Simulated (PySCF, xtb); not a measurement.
In(F)2(NH2) (F2H2InN), SMILES [NH2][In]([F])[F].

xtb with GFN2-xTB at its own geometry gives an orbital gap of 2.53 eV and a dipole moment of 4.63 D.

Geometry: B3LYP-D3(BJ)/def2-SVP. The def2 effective core potentials stand for the cores of In; spin–orbit coupling is left out. Other conformers were not sampled.

Problem. What does HF/def2-TZVPD (PySCF) give? (Estimate from the structure and the level; the computed values follow.)

Solution. gap 12.02 eV (levels -11.88 and 0.14 eV), dipole 3.88 D.
